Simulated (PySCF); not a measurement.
**GeOBr2: fields on a plane**

All numbers come from PBE in PySCF with Ge def2-SVP, O def2-SVP, Br def2-SVP; no relativity; density-fitted integrals.

The singlet minimum has Ge–Br 2.301 Å (×2), Ge–O 1.648 Å; Br–Ge–Br 108.2°, Br–Ge–O 125.9° (×2).

The plane holds Ge1 at (0.00, 0.00), O2 at (1.65, 0.00), Br3 at (-1.35, 1.86), Br4 at (-1.35, -1.86) Å. Columns run from x = -3.45 to 4.05 Å, rows from y = 4.05 (top) to -3.75 Å, in steps of 0.3 Å. Other isomers or separated fragments may lie lower.

Q: Give the electron density (e/Å³) (cut at 5 e/Å³). Lower edges of the bins (e/Å³): '0' 0.000, '1' 0.030, '2' 0.076, '3' 0.151, '4' 0.268, '5' 0.455, '6' 0.750, '7' 1.218, '8' 1.960, '9' 3.136; top 5.00.

A: 
```
00000000000000000000000000
00000000000000000000000000
00000111111000000000000000
00001233321100000000000000
00012455543210000000000000
00124567764310000000000000
00135799975321000000000000
01246899986421000000000000
01246899976421100000000000
00135789865432111110000000
00124566665443333332100000
00012345555665456654210000
00011233458998668986310000
00001123469999689997410000
00001123469999689997410000
00011233458998668986310000
00012345555665456654210000
00124566665443333332100000
00135789865432111110000000
01246899976421100000000000
01246899986421000000000000
00135799975321000000000000
00124567764310000000000000
00012455543210000000000000
00001233321100000000000000
00000111111000000000000000
00000000000000000000000000
```

Q: Give the electron localisation function (set to 0 where the density is under 0.005 e/Å³). Lower edges of the bins: '_' 0.000, '.' 0.089, ':' 0.178, '-' 0.267, '=' 0.356, '+' 0.445, '*' 0.534, '#' 0.623, '%' 0.712, '@' 0.801; top 0.89, each point printed twice.

A: 
```
______________....__________________________________
__________..::--------::____________________________
______..::--==++****++==::__________________________
____..::==**##%%%%%%##**==::________________________
__..::==**%%%%%%@@@@@@%%**--________________________
..::==##%%##++--**@@@@%%**--..______________________
..--**%%%%==--##--==@@@@**--________________________
::++##@@%%::%%%%%%..%%%%++..________________________
--++##@@@@::######::####--..______..::..____________
::++##@@@@##..::..++##**--::..::--==++==::__________
::++##%%@@@@##****%%**==------==**####**==..________
__--++**##%%######**::....::--**%%@@@@%%++::________
____..::------====::::****::::%%@@@@@@@@##--..______
____________..::--..**====**..%%====**@@%%==..______
____________..::--..**====**..%%====**@@%%==..______
____..::------====::::****::::%%@@@@@@@@##--..______
__--++**##%%######**::....::--**%%@@@@%%++::________
::++##%%@@@@##****%%**==------==**####**==..________
::++##@@@@##..::..++##**--::..::--==++==::__________
--++##@@@@::######::####--..______..::..____________
::++##@@%%::%%%%%%..%%%%++..________________________
..--**%%%%==--##--==@@@@**--________________________
..::==##%%##++--**@@@@%%**--..______________________
__..::==**%%%%%%@@@@@@%%**--________________________
____..::==**##%%%%%%##**==::________________________
______..::--==++****++==::__________________________
__________..::--------::____________________________
```
